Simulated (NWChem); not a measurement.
System: 1,1-difluoroethane (C2H4F2); SMILES C(C)(F)F

The following NWChem deck was run.

```
start job
memory heap 200 mb stack 900 mb global 1100 mb
geometry units angstroms
  C     -0.113080     1.366535     0.000000
  C      0.350818    -0.060260     0.000000
  F     -0.122764    -0.705529    -1.092215
  F     -0.122764    -0.705529     1.092215
  H     -1.212214     1.387995     0.000000
  H      0.256316     1.886308    -0.894476
  H      0.256316     1.886308     0.894476
  H      1.451454    -0.162517     0.000000
end
basis spherical
  * library sto-3g
end
dft
  xc hfexch
  iterations 150
end
driver
  maxiter 120
end
task dft optimize
task dft freq
```

NWChem printed, in part:

```
             Northwest Computational Chemistry Package (NWChem) 7.3.0
             --------------------------------------------------------

 CS  symmetry detected

                             Geometry "geometry" -> ""
                             -------------------------

 Output coordinates in angstroms (scale by  1.889725989 to convert to a.u.)

  No.       Tag          Charge          X              Y              Z
 ---- ---------------- ---------- -------------- -------------- --------------
    1 C                    6.0000    -0.11607983    -1.36219971     0.00000000
    2 C                    6.0000     0.35192675     0.06325292     0.00000000
    3 F                    9.0000    -0.11979431     0.70988359    -1.09221500
    4 F                    9.0000    -0.11979431     0.70988359     1.09221500
    5 H                    1.0000    -1.21527109    -1.38049309     0.00000000
    6 H                    1.0000     0.25181721    -1.88303475    -0.89447600
    7 H                    1.0000     0.25181721    -1.88303475     0.89447600
    8 H                    1.0000     1.45285277     0.16233864     0.00000000

 Effective nuclear repulsion energy (a.u.)     132.8145384597

      Symmetry information
      --------------------

 Group name             Cs
 Group number              2
 Group order               2
 No. of unique centers     6

                                Z-matrix (autoz)
                                --------

 Units are Angstrom for bonds and degrees for angles

      Type          Name      I     J     K     L     M      Value
      ----------- --------  ----- ----- ----- ----- ----- ----------
    1 Stretch                  1     2                       1.50032
    2 Stretch                  1     5                       1.09934
    3 Stretch                  1     6                       1.09850
    4 Stretch                  1     7                       1.09850
    5 Stretch                  2     3                       1.35410
    6 Stretch                  2     4                       1.35410
    7 Stretch                  2     8                       1.10538
    8 Bend                     1     2     3               110.18417
    9 Bend                     1     2     4               110.18417
   10 Bend                     1     2     8               113.31900
   11 Bend                     2     1     5               109.12958
   12 Bend                     2     1     6               110.24306
   13 Bend                     2     1     7               110.24306
   14 Bend                     3     2     4               107.52988
   15 Bend                     3     2     8               107.70742
   16 Bend                     4     2     8               107.70742
   17 Bend                     5     1     6               109.08510
   18 Bend                     5     1     7               109.08510
   19 Bend                     6     1     7               109.03040
   20 Torsion                  3     2     1     5         -59.24640
   21 Torsion                  3     2     1     6          60.54092
   22 Torsion                  3     2     1     7        -179.03373
   23 Torsion                  4     2     1     5          59.24640
   24 Torsion                  4     2     1     6         179.03373
   25 Torsion                  4     2     1     7         -60.54092
   26 Torsion                  5     1     2     8         180.00000
   27 Torsion                  6     1     2     8         -60.21268
   28 Torsion                  7     1     2     8          60.21268

  xc_inp: hfexch multiplicative factor not found.

                           NWChem Geometry Optimization
                           ----------------------------

 maximum gradient threshold         (gmax) =   0.000450
 rms gradient threshold             (grms) =   0.000300
 maximum cartesian step threshold   (xmax) =   0.001800
 rms cartesian step threshold       (xrms) =   0.001200
 fixed trust radius                (trust) =   0.300000
 source of zmatrix                         =   autoz

          -------------------
          Energy Minimization
          -------------------

 Using diagonal initial Hessian
 Scaling for Hessian diagonals: bonds = 1.00  angles = 0.25  torsions = 0.10

          --------
          Step   0

                                 NWChem DFT Module
                                 -----------------

 Summary of "ao basis" -> "ao basis" (spherical)
 ------------------------------------------------------------------------------
       Tag                 Description            Shells   Functions and Types
 ---------------- ------------------------------  ------  ---------------------
 C                           sto-3g                  3        5   2s1p
 F                           sto-3g                  3        5   2s1p
 H                           sto-3g                  1        1   1s

      Symmetry analysis of basis
      --------------------------

        a'         16
        a"          8

            General Information
            -------------------
          SCF calculation type: DFT
          Wavefunction type:  closed shell.
          No. of atoms     :     8
          No. of electrons :    34
           Alpha electrons :    17
            Beta electrons :    17
          Charge           :     0
          Spin multiplicity:     1
          Use of symmetry is: on ; symmetry adaption is: on
          Maximum number of iterations: 150
          AO basis - number of functions:    24
                     number of shells:    16
          Convergence on energy requested:  1.00D-06
          Convergence on density requested:  1.00D-05
          Convergence on gradient requested:  5.00D-04

              XC Information
              --------------
                     Hartree-Fock (Exact) Exchange  1.000

      Superposition of Atomic Density Guess
      -------------------------------------

 Sum of atomic energies:        -272.22569644

      Non-variational initial energy
      ------------------------------

 Total energy =    -272.636227
 1-e energy   =    -645.467242
 2-e energy   =     240.016477
 HOMO         =      -0.208520
 LUMO         =       0.515131

      Symmetry analysis of molecular orbitals - initial
      -------------------------------------------------

  Numbering of irreducible representations:

     1 a'          2 a"

  Orbital symmetries:

     1 a'          2 a"          3 a'          4 a'          5 a'
     6 a"          7 a'          8 a'          9 a"         10 a'
    11 a'         12 a"         13 a"         14 a'         15 a"
    16 a'         17 a'         18 a"         19 a'         20 a'
    21 a'         22 a'         23 a"         24 a'

   convergence    iter        energy       DeltaE   RMS-Dens  Diis-err
 ---------------- ----- ----------------- --------- --------- ---------
 d= 0,ls=0.0,diis     1   -273.0888052655 -4.06D+02  3.86D-02  6.26D-01
 d= 0,ls=0.0,diis     2   -273.2033764003 -1.15D-01  8.28D-03  4.63D-02
 d= 0,ls=0.0,diis     3   -273.2107672168 -7.39D-03  3.73D-03  2.27D-03
 d= 0,ls=0.0,diis     4   -273.2114996469 -7.32D-04  4.10D-04  3.12D-05
 d= 0,ls=0.0,diis     5   -273.2115096240 -9.98D-06  5.71D-05  6.39D-07
 d= 0,ls=0.0,diis     6   -273.2115098042 -1.80D-07  5.26D-06  9.62D-09

         Total DFT energy =     -273.211509804223
      One electron energy =     -644.811905529909
           Coulomb energy =      271.111806489478
    Exchange-Corr. energy =      -32.325949223469
 Nuclear repulsion energy =      132.814538459677

 Numeric. integr. density =        0.000000000000

                  Occupations of the irreducible representations
                  ----------------------------------------------

                     irrep           alpha         beta
                     --------     --------     --------
                     a'               11.0         11.0
                     a"                6.0          6.0

                       DFT Final Molecular Orbital Analysis
                       ------------------------------------

[...]

      ----------------------
      Optimization converged
      ----------------------

  Step       Energy      Delta E   Gmax     Grms     Xrms     Xmax
  ---- ---------------- -------- -------- -------- -------- --------
@    4    -273.21644811 -1.7D-06  0.00008  0.00004  0.00098  0.00155
                                     ok       ok       ok       ok

                                Z-matrix (autoz)
                                --------

 Units are Angstrom for bonds and degrees for angles

      Type          Name      I     J     K     L     M      Value     Gradient
      ----------- --------  ----- ----- ----- ----- ----- ---------- ----------
    1 Stretch                  1     2                       1.55548    0.00002
    2 Stretch                  1     5                       1.08561    0.00008
    3 Stretch                  1     6                       1.08532    0.00008
    4 Stretch                  1     7                       1.08532    0.00008
    5 Stretch                  2     3                       1.37965    0.00006
    6 Stretch                  2     4                       1.37965    0.00006
    7 Stretch                  2     8                       1.11067   -0.00003
    8 Bend                     1     2     3               110.66235    0.00002
    9 Bend                     1     2     4               110.66235    0.00002
   10 Bend                     1     2     8               109.94565    0.00001
   11 Bend                     2     1     5               109.99687   -0.00007
   12 Bend                     2     1     6               109.67830    0.00001
   13 Bend                     2     1     7               109.67830    0.00001
   14 Bend                     3     2     4               107.57025   -0.00003
   15 Bend                     3     2     8               108.97010   -0.00001
   16 Bend                     4     2     8               108.97010   -0.00001
   17 Bend                     5     1     6               109.13321    0.00001
   18 Bend                     5     1     7               109.13321    0.00001
   19 Bend                     6     1     7               109.20196    0.00005
   20 Torsion                  3     2     1     5         -59.57260    0.00001
   21 Torsion                  3     2     1     6          60.46513   -0.00003
   22 Torsion                  3     2     1     7        -179.61033    0.00004
   23 Torsion                  4     2     1     5          59.57260   -0.00001
   24 Torsion                  4     2     1     6         179.61033   -0.00004
   25 Torsion                  4     2     1     7         -60.46513    0.00003
   26 Torsion                  5     1     2     8         180.00000    0.00000
   27 Torsion                  6     1     2     8         -59.96227   -0.00003
   28 Torsion                  7     1     2     8          59.96227    0.00003

                         Geometry "geometry" -> "geometry"
                         ---------------------------------

 Output coordinates in angstroms (scale by  1.889725989 to convert to a.u.)

  No.       Tag          Charge          X              Y              Z
 ---- ---------------- ---------- -------------- -------------- --------------
    1 C                    6.0000    -0.12495392    -1.38795491     0.00000000
    2 C                    6.0000     0.35212539     0.09255574     0.00000000
    3 F                    9.0000    -0.12082623     0.75643439    -1.11311161
    4 F                    9.0000    -0.12082623     0.75643439     1.11311161
    5 H                    1.0000    -1.20980598    -1.42841468     0.00000000
    6 H                    1.0000     0.24984972    -1.89270798    -0.88468747
    7 H                    1.0000     0.24984972    -1.89270798     0.88468747
    8 H                    1.0000     1.46206194     0.13295748     0.00000000

 Effective nuclear repulsion energy (a.u.)     130.1580900364

      Symmetry information
      --------------------

 Group name             Cs
 Group number              2
 Group order               2
 No. of unique centers     6

                Final and change from initial internal coordinates
                --------------------------------------------------

                                Z-matrix (autoz)
                                --------

 Units are Angstrom for bonds and degrees for angles

[...]

 Rotational Constants
 --------------------
 A=   0.308622 cm-1  (  0.444029 K)
 B=   0.284592 cm-1  (  0.409455 K)
 C=   0.165394 cm-1  (  0.237960 K)

 Temperature                      =   298.15K
 frequency scaling parameter      =   1.0000

 Zero-Point correction to Energy  =   44.446 kcal/mol  (  0.070829 au)
 Thermal correction to Energy     =   47.104 kcal/mol  (  0.075064 au)
 Thermal correction to Enthalpy   =   47.696 kcal/mol  (  0.076008 au)

 Total Entropy                    =   67.372 cal/mol-K
   - Translational                =   38.463 cal/mol-K (mol. weight =  66.0281)
   - Rotational                   =   24.211 cal/mol-K (symmetry #  =        1)
   - Vibrational                  =    4.697 cal/mol-K

 Cv (constant volume heat capacity) =   12.814 cal/mol-K
   - Translational                  =    2.979 cal/mol-K
   - Rotational                     =    2.979 cal/mol-K
   - Vibrational                    =    6.856 cal/mol-K

[normal modes left out]

 ----------------------------------------------------------------------------
 Normal Eigenvalue ||           Projected Infra Red Intensities
  Mode   [cm**-1]  || [atomic units] [(debye/angs)**2] [(KM/mol)] [arbitrary]
 ------ ---------- || -------------- ----------------- ---------- -----------
    1       -0.000 ||    0.000305           0.007         0.298       0.376
    2       -0.000 ||    0.000450           0.010         0.439       0.554
    3       -0.000 ||    0.000453           0.010         0.441       0.557
    4       -0.000 ||    0.000422           0.010         0.412       0.520
    5        0.000 ||    0.000019           0.000         0.018       0.023
    6        0.000 ||    0.001078           0.025         1.051       1.327
    7      183.752 ||    0.000019           0.000         0.018       0.023
    8      389.779 ||    0.000033           0.001         0.033       0.041
    9      479.312 ||    0.009436           0.218         9.199      11.610
   10      591.196 ||    0.006516           0.150         6.352       8.017
   11     1008.578 ||    0.000286           0.007         0.279       0.352
   12     1155.414 ||    0.000349           0.008         0.340       0.429
   13     1294.807 ||    0.023758           0.548        23.160      29.231
   14     1342.372 ||    0.022788           0.526        22.215      28.038
   15     1416.600 ||    0.013425           0.310        13.087      16.518
   16     1627.159 ||    0.035829           0.827        34.928      44.083
   17     1652.203 ||    0.052839           1.219        51.510      65.012
   18     1713.383 ||    0.010390           0.240        10.129      12.784
   19     1806.327 ||    0.001768           0.041         1.724       2.176
   20     1812.735 ||    0.000169           0.004         0.164       0.207
   21     3525.435 ||    0.014400           0.332        14.038      17.717
   22     3576.253 ||    0.000206           0.005         0.201       0.253
   23     3764.880 ||    0.000033           0.001         0.032       0.041
   24     3765.157 ||    0.000091           0.002         0.088       0.112
 ----------------------------------------------------------------------------
```

Level: Hartree-Fock/STO-3G.
